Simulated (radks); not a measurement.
Neutral praseodymium inside a hard spherical wall (all orbitals vanish at R), configuration held at [Xe] 4f3 6s2 and not refilled when levels cross. All-electron calculation, scalar-relativistic Kohn-Sham, LDA (Slater exchange, VWN5 correlation), spin-polarised, spherical densities, finite nucleus; open shells are filled with parallel spins first (spin-orbit coupling, left out, can overturn this in heavy ions); Fermi nuclear charge, rms radius 4.8919 fm. Program: a radial shooting solver on a logarithmic mesh with Libxc functionals. Eigenvalues in eV for spin up, with the zero of energy where the potential of the charges vanishes at infinity; a dash marks a level that is unbound or too diffuse for the functional's potential to be trusted. A positive occupied level is held by the wall or, in an anion where self-interaction has pushed it up, behind a barrier. The pressure on the wall is -dE/dV.

R (bohr)	E (hartree)	kinetic (hartree)	e(5s)	e(5p)	e(6s)	e(5d, empty)	e(4f)	e(6p, empty)	pressure (GPa)
free	-9230.2098	9799.768	-39.612	-21.921	-3.649	-2.297	-2.006	-1.314	0
20	-9230.2098	9799.768	-39.612	-21.921	-3.649	-2.296	-2.006	-1.313	< 0.0001
15	-9230.2098	9799.769	-39.608	-21.917	-3.646	-2.293	-2.002	-1.297	0.000334
10	-9230.2058	9799.802	-39.384	-21.697	-3.463	-2.097	-1.780	-0.888	0.0871
8	-9230.1851	9799.924	-38.768	-21.097	-2.858	-1.543	-1.168	0.184	0.808
7	-9230.1494	9800.093	-38.098	-20.452	-2.040	-0.901	-0.492	1.516	2.58
6	-9230.0603	9800.464	-36.978	-19.387	-0.306	0.273	0.666	4.183	8.99
4	-9229.0331	9804.394	-30.807	-13.472	14.853	8.222	7.691	24.713	208
3.5	-9227.9750	9808.361	-26.609	-9.136	27.803	14.342	12.791	40.663	581
1.5	-9142.8189	10061.272	165.64	209.63	574.60	277.19	152.30	620.42	239000
